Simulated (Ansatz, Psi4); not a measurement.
Input for Ansatz (a program for electronic structure):
Ansatz 0.2 input:
```yaml
crystal:
  periodic: [false, false, false]
  atoms:
    - {symbol: C, position_ang: [-0.80635248, 0.19869041, 1.53112114]}
    - {symbol: C, position_ang: [-0.63727399, 0.16470995, 0.03052585]}
    - {symbol: C, position_ang: [-1.54847617, -0.81221274, -0.66130966]}
    - {symbol: C, position_ang: [-0.54997227, 1.50883974, -0.65586589]}
    - {symbol: C, position_ang: [0.93429249, -0.36807611, -0.11925253]}
    - {symbol: O, position_ang: [1.72672587, 0.43617278, 0.49177419]}
    - {symbol: O, position_ang: [1.11586504, -1.35705086, -0.73251051]}
    - {symbol: H, position_ang: [-0.15416843, 0.92680138, 2.00692103]}
    - {symbol: H, position_ang: [-1.84427610, 0.47409646, 1.74370657]}
    - {symbol: H, position_ang: [-0.66212793, -0.77914752, 1.99130477]}
    - {symbol: H, position_ang: [-2.58012032, -0.46803944, -0.56815920]}
    - {symbol: H, position_ang: [-1.50089638, -1.80314843, -0.21503004]}
    - {symbol: H, position_ang: [-1.33020590, -0.89360904, -1.72370935]}
    - {symbol: H, position_ang: [0.09892288, 2.20374074, -0.12847950]}
    - {symbol: H, position_ang: [-0.23502313, 1.42910309, -1.69656056]}
    - {symbol: H, position_ang: [-1.55881509, 1.93301212, -0.68378964]}
    - {symbol: H, position_ang: [2.67267783, 0.19250783, 0.44837289]}
basis:
  gaussian:
    orbitals: STO-3G
hamiltonian:
  xc: b3lyp5
total_charge: 1
magnetization: {spin_polarized: true, initial_magnetization: 1}
accuracy: high
```

Task: Write the same job for Psi4.

Result: One answer among several that fit: 
```
memory 2 GB

molecule {
1 2
C    -0.80635248    0.19869041    1.53112114
C    -0.63727399    0.16470995    0.03052585
C    -1.54847617   -0.81221274   -0.66130966
C    -0.54997227    1.50883974   -0.65586589
C     0.93429249   -0.36807611   -0.11925253
O     1.72672587    0.43617278    0.49177419
O     1.11586504   -1.35705086   -0.73251051
H    -0.15416843    0.92680138    2.00692103
H    -1.84427610    0.47409646    1.74370657
H    -0.66212793   -0.77914752    1.99130477
H    -2.58012032   -0.46803944   -0.56815920
H    -1.50089638   -1.80314843   -0.21503004
H    -1.33020590   -0.89360904   -1.72370935
H     0.09892288    2.20374074   -0.12847950
H    -0.23502313    1.42910309   -1.69656056
H    -1.55881509    1.93301212   -0.68378964
H     2.67267783    0.19250783    0.44837289
}

set {
  basis sto-3g
  reference uks
  scf_type pk
  puream true
  d_convergence 1e-8
  dft_radial_points 99
  dft_spherical_points 590
}

energy('b3lyp5')
print_variables()
```

Both were run: Ansatz gave -342.051449 Eh and Psi4 -342.051450 Eh, 0.001 mEh apart.
